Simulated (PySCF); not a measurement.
Species: C₇H₁₃BN₂.
SMILES with atom numbers: `[CH3:1][N:2]([CH3:3])[BH2-:4][n+:5]1[cH:6][cH:7][cH:8][cH:9][cH:10]1` (hydrogens: H11, H12, H13 on C1; H14, H15, H16 on C3; H17, H18 on B4; H19 on C6; H20 on C7; H21 on C8; H22 on C9; H23 on C10)

Method used: PBE0-D3(BJ)/def2-SVP geometry optimisation, gas phase (PySCF 2.14.0).

Q: Give the optimised bond lengths and angles.

A: 
```csv
bond,length (pm)
"C1–N2, N2–C3",143.1
N2–B4,149.1
B4–N5,166.7
"N5–C6, N5–C10",133.9
"C6–C7, C9–C10",138.8
"C7–C8, C8–C9",139.3
C1–H11 and 3 like bonds,110.4
"C1–H13, C3–H16",112.0
"B4–H17, B4–H18",122.7
"C6–H19, C10–H23",109.2
"C7–H20, C9–H22",109.1
C8–H21,109.2
```

Bonds in one row agree within 1 pm and their mean is given. A selection of angles:
```csv
angle,degrees
N2–C1–H11,111.3
N2–C1–H12,110.2
N2–C1–H13,114.2
H11–C1–H12,107.8
H11–C1–H13,105.9
C1–N2–C3,113.7
C1–N2–B4,118.6
C3–N2–B4,118.5
N2–B4–N5,106.2
N2–B4–H17,113.2
N5–B4–H17,103.7
H17–B4–H18,115.3
B4–N5–C6,119.7
C6–N5–C10,119.6
N5–C6–C7,121.9
N5–C6–H19,115.3
C7–C6–H19,122.8
C6–C7–C8,118.9
C6–C7–H20,119.7
C8–C7–H20,121.4
C7–C8–C9,118.7
C7–C8–H21,120.6
```

Dihedral angles: C1–N2–B4–N5 73° (synclinal); N2–B4–N5–C6 84° (synclinal).

Of the pairs four or more bonds apart, C3···C6 is among the closest relative to their van der Waals radii: 3.30 Å, 97 % of the sum of Bondi's values. N2 (boron-bound nitrogen) has angles 118.6°, 118.5° and 113.7°, sum 350.7°, 0.26 Å off the plane of its three neighbours. The B–N distances run from 1.491 Å (N2–B4, drawn single) to 1.667 Å (B4–N5, drawn single), a spread of 0.176 Å. The 6-membered ring N5–C6–C7–C8–C9–C10 has internal angles of 118.7° to 121.9°; it is planar, 0.00 Å rms from its mean plane, widest ring torsion 0°. The 4 C–N bonds span 1.339 Å (N5–C6, aromatic) to 1.431 Å (N2–C3, drawn single), a spread of 0.092 Å. B4 (four-coordinate boron) is distorted tetrahedral (angles from 103.7° to 115.3°). N5 (nitrogen bonded to B and 2 C) is almost planar (angles 119.8°, 119.7° and 119.6°, sum 359.1°, 0.08 Å off the plane of its three neighbours).

Point group: Cs (every atom within 0.08 Å of its image). No frequency check. The numbers are those of one conformer.
